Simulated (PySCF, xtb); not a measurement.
Si(F)(OH)2(SH) (FH3O2SSi), SMILES O[Si](O)(F)S.

GFN2-xTB (xtb) at its own geometry gives an orbital gap of 5.52 eV and a dipole moment of 2.26 D.

Coordinates come from a TPSSh-D3(BJ)/def2-SVP optimisation. Other conformers were not sampled.

**Question.** What does PySCF with HF/def2-TZVP give? (The exact figures need the calculation; the answer reports its results.)

**Answer.** gap 13.99 eV (levels -10.85 and 3.14 eV), dipole 1.57 D.
